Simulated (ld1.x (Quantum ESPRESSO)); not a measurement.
**lead (Pb), TM semilocal: configuration errors across variants**

| Quantity | Value |
| --- | --- |
| Element | lead (Pb) |
| Generator | ld1.x (Quantum ESPRESSO) 7.5 |
| Type | norm-conserving Troullier–Martins (semilocal form) |
| Functional | PBE |
| Relativity | scalar-relativistic |
| Frozen core | [Xe] |
| Valence charge | 28 |
| Reference configuration | 4f14 5d10 6s2 6p1 (charge +1) |
| Partial waves | 6s (bound): rc 1.65 bohr; 6p (bound): rc 2.50 bohr; 4f (bound): rc 0.95 bohr; 5d (bound): rc 1.60 bohr |
| Local potential | the d channel |
| Core correction | none |

All-electron excitation energies from the reference (eV): (1) 4f14 5d10 6s2 6p2 -6.575; (2) 4f14 5d10 6s2 6p0 13.445; (3) 4f14 5d10 6s1 6p0 45.854; (4) 4f14 5d10 6s0 6p0 88.557; (5) 4f14 5d9 6s2 6p2 20.587; (6) 4f14 5d9 6s2 6p3 12.750; (7) 4f14 5d10 6s1 6p3 2.161.

In the semilocal form every listed channel keeps its own potential, so the choice of the local channel does not act on these tests. It acts once the file is put into the separable form.

A semilocal file is local in each channel, so a ghost entry of none says nothing of the separable form that plane-wave codes build from it.

4 further variants failed, have other tests or too few solved ones, and are left out.

Errors AE − PS in meV (a dash: test not solved or not reliable):

```tsv
change	(1)	(2)	(3)	(4)	(5)	(6)	(7)	bound ghosts
base	+4.2	-4.4	+14	+74	-87	-128	-3.2	not determined
wave 6p (bound): rc 2.50 bohr becomes 6p (bound): rc 3.78 bohr	+5.6	-21	-46	-37	+19	-14	+16	not determined
wave 6s (bound): rc 1.65 bohr becomes 6s (bound): rc 1.52 bohr	+4.1	-4.7	+24	+85	-49	-98	-6.3	not determined
wave 4f (bound): rc 0.95 bohr becomes 4f (bound): rc 1.10 bohr	+4.2	-4.5	+14	+73	-87	-129	-3.3	not determined
core correction a·sin(br)/r model core inside 1.02 bohr	+2.7	-9.7	-28	-79	-115	-162	-7.9	not determined
wave 5d (bound): rc 1.60 bohr becomes 5d (bound): rc 1.92 bohr	+4.2	-4.4	+14	+73	-86	-127	-3.3	not determined
```

Task: Give the same row for: local potential the p channel.

Result: +4.2, -4.5, +14, +74, -87, -128, -3.2; bound ghosts: not determined.
